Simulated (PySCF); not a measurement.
PySCF 2.14 output of an unrestricted M06-L calculation on a single atom or ion in x2c-TZVPPall, with scalar relativity by spin-free X2C-1e:

```
SCF conv_tol = 1e-09
number electrons alpha = 40  beta = 37
    Y. Zhao and D. G. Truhlar.,  J. Chem. Phys. 125, 194101 (2006)
    Y. Zhao and D. G. Truhlar.,  J. Chem. Phys. 125, 194101 (2006)
    Y. Zhao and D. G. Truhlar.,  Theor. Chem. Acc. 120, 215 (2008)
cycle= 1 E= -17828.9455887243  delta_E= -0.0224  |g|= 0.19  |ddm|= 0.559
cycle= 2 E= -17828.9392082451  delta_E= 0.00638  |g|= 0.267  |ddm|= 0.244
cycle= 3 E= -17828.9493707676  delta_E= -0.0102  |g|= 0.0228  |ddm|= 0.157
cycle= 4 E= -17828.9495144852  delta_E= -0.000144  |g|= 0.00242  |ddm|= 0.0213
cycle= 5 E= -17828.9495168696  delta_E= -2.38e-06  |g|= 0.000427  |ddm|= 0.00266
cycle= 6 E= -17828.9495169474  delta_E= -7.78e-08  |g|= 2.42e-05  |ddm|= 0.000568
cycle= 7 E= -17828.9495169477  delta_E= -2.47e-10  |g|= 1.74e-06  |ddm|= 3.57e-05
converged SCF energy = -17828.9495169477  <S^2> = 3.7526797  2S+1 = 4.0013396
```

The run itself started from symmetry-adapted Hartree-Fock orbitals and held the occupation by maximum overlap, on a logarithmic radial grid, so the iterations belong to that start.

Question: Which element, charge and spin multiplicity is this?

Answer: Ir (iridium, neutral), multiplicity 4; the state was [Xe] 4f14 5d8 6s1, high-spin 4F determinant (an excited configuration).

Spin-orbit coupling, absent here, splits the open shell strongly.
